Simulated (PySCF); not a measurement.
**Magnetic susceptibility: `CC(C)S(=O)(=O)Cl`, C3H7ClO2S**

Cartesian coordinates in Å; atom numbers follow the order of the lines, from 1:
```xyz
14

C    -0.294    1.463    0.137
C    -0.319    0.073   -0.443
C    -1.105   -0.954    0.329
S     1.405   -0.512   -0.468
O     1.477   -1.871   -0.899
O     2.261    0.445   -1.094
Cl    1.894   -0.511    1.510
H     0.452    2.062   -0.381
H    -1.265    1.943    0.032
H    -0.038    1.428    1.194
H    -0.576    0.076   -1.503
H    -0.812   -0.942    1.377
H    -0.906   -1.944   -0.076
H    -2.173   -0.755    0.263
```

Computed, not measured: PySCF 2.14.0, GIAO BHandHLYP/pcSseg-1 magnetisability, rotational g tensor and spin-rotation constants, non-relativistic, gas phase. Geometry: GFN2-xTB.

Question: What are the magnetisability and the molar susceptibility?

Answer: Isotropic -1322 × 10⁻³⁰ J/T², or -79.6 × 10⁻⁶ cm³/mol; principal values -1400, -1309, -1258 × 10⁻³⁰ J/T², anisotropy 125 × 10⁻³⁰ J/T² (root of half the summed squared differences of the principal values). The susceptibility is in cgs units.

Question: Split it along the inertial axes a, b, c into diamagnetic and paramagnetic parts about the centre of mass, with the quadrupole moment.

Answer: 
| axis | χ (10⁻⁶ cm³/mol) | diamagnetic (10⁻⁶ cm³/mol) | paramagnetic (10⁻⁶ cm³/mol) | summed x² of all electrons (Å²) | quadrupole Θ (D Å) |
| --- | --- | --- | --- | --- | --- |
| a | -76.5 | -638.8 | 562.3 | 120.1 | +5.79 |
| b | -83.6 | -816.8 | 733.2 | 78.1 | -1.39 |
| c | -78.8 | -841.0 | 762.2 | 72.4 | -4.41 |

Anisotropies 2χaa − χbb − χcc = +9.4 and 2χbb − χaa − χcc = -11.9 × 10⁻⁶ cm³/mol. Θ is traceless in Buckingham's convention.

Question: And the rotational g tensor?

Answer: 
```
axis  rotational constant (GHz)        g  nuclear part  electronic part
   a                     2.1843  -0.0291        0.5480          -0.5770
   b                     1.7104  -0.0137        0.5755          -0.5891
   c                     1.5817  -0.0149        0.5515          -0.5664
```
Asymmetric top; isotopes 12C, 35Cl, 1H, 16O, 32S; no vibrational averaging.
